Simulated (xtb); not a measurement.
CH7ClSi2, SMILES C[SiH2][SiH2]Cl. All values are semi-empirical tight-binding results from xtb (GFN2-xTB unless named), good for trends rather than for accurate numbers. Geometry: GFN2-xTB. One conformer was computed; it need not be the lowest.

Optimised geometry:

```xyz
11

Si     0.7944     0.3177     0.7594
Cl     1.7495     0.2586    -1.0336
Si    -1.2846    -0.6967     0.6154
C     -2.3898     0.1896    -0.6524
H      0.7632     1.7371     1.1249
H      1.7113    -0.3245     1.7038
H     -1.9530    -0.6501     1.9242
H     -1.2079    -2.1153     0.2352
H     -2.5244     1.2369    -0.3951
H     -3.3759    -0.2631    -0.7089
H     -1.9531     0.1506    -1.6471
```

- orbital gap = 4.42 eV
- dipole moment = 1.77 D
- zero-point energy = 44.1 kcal/mol
- G − E(el) at 298.15 K (modified RRHO) = 23.5 kcal/mol
- static polarisability (D4 model) = 83.8 bohr³
- solvation energy, GFN2-xTB/ALPB(water) = -1.3 kcal/mol
- solvation energy, GFN2-xTB/ALPB(octanol) = -4.0 kcal/mol

Computed atomic charges and the Wiberg bond orders between heavy atoms:
charges (e) Si1 0.41, Cl2 -0.30, Si3 0.38, C4 -0.20, H5 -0.09, H6 -0.10, H7 -0.11, H8 -0.09, H9 0.03, H10 0.03, H11 0.03. Bond orders Si1–Cl2 1.07, Si1–Si3 0.82, Si3–C4 0.93.
